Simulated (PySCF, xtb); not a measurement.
H4O, SMILES [OH4+2], charge +2.

Harmonic wavenumbers (cm⁻¹) from GFN2-xTB (xtb) at its own minimum, in rising order: 1200, 1201, 1211, 1211, 1212, 2440, 2440, 2440, 2704.

Problem. What does PySCF with r2SCAN-D4/def2-TZVPD give at its own minimum? (The exact figures need the calculation; the answer reports its results.)

Solution. 1436, 1436, 1436, 1602, 1602, 2817, 2817, 2817, 2971. Paired by order, the mean absolute difference is 319 cm⁻¹ and the zero-point energies are 23.0 and 27.1 kcal/mol.
